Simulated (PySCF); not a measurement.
## UHF on Sr⁺ (strontium, charge +1)

Configuration: [Kr] 5s1, 2S determinant. Computed with PySCF 2.14 in aug-cc-pVDZ-X2C (7s6p4d, 45 functions), with scalar relativity by spin-free X2C-1e.

```
Total energy                        : -3177.170251 hartree
One-electron energy                 : -4388.0817 hartree
Hartree (Coulomb) energy            : 1314.8038 hartree
Exchange energy                     : -103.8923 hartree
⟨S²⟩                                : 0.7504
⟨L²⟩                                : 0.000
Sum of ⟨r⟩                          : 26.44 bohr
Sum of ⟨r²⟩                         : 45.22 bohr²
Langevin diamagnetic susceptibility : -35.8 ×10⁻⁶ cm³/mol
Time after the integrals            : 0.2 s of wall time on 1 thread of Neoverse-N1 (shared host)
```

```tsv
shell	electrons	mean orbital energy (hartree)	rms radius, mean of both spins (bohr)
1s α	1	-595.47829	0.0450
1s β	1	-595.47720	0.0450
2s α	1	-83.33929	0.187
2s β	1	-83.33777	0.187
2p α	3	-73.87975	0.166
2p β	3	-73.87929	0.166
3s α	1	-14.18409	0.523
3s β	1	-14.18112	0.523
3p α	3	-11.03241	0.535
3p β	3	-11.03137	0.535
3d α	5	-5.81597	0.547
3d β	5	-5.81523	0.547
4s α	1	-2.17554	1.45
4s β	1	-2.16703	1.45
4p α	3	-1.32021	1.68
4p β	3	-1.31625	1.68
5s α	1	-0.38462	4.32
```

Densities and radii are taken from the X2C orbitals without a picture-change correction, which distorts them close to the nucleus.
